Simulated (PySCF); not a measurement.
OS2, SMILES [O-][S+]=S.

Geometry optimised at PBE0-D3(BJ)/def2-TZVP.

Level of theory: SMD-B3LYP/6-31G* run with PySCF.

Solvation free energies are E(SMD) − E(gas) at the gas-phase geometry, for 1 M in both phases. In vacuum the dipole moment is 1.47 D.

Computed solvation free energies in water, acetone, ethylethanoate:
```tsv
solvent	ΔG(solv) (kcal/mol)	its non-electrostatic (CDS) part	dipole (D)
water	-2.8	-0.7	1.83
acetone	-4.5	-3.1	1.68
ethylethanoate	-4.4	-3.3	1.63
```
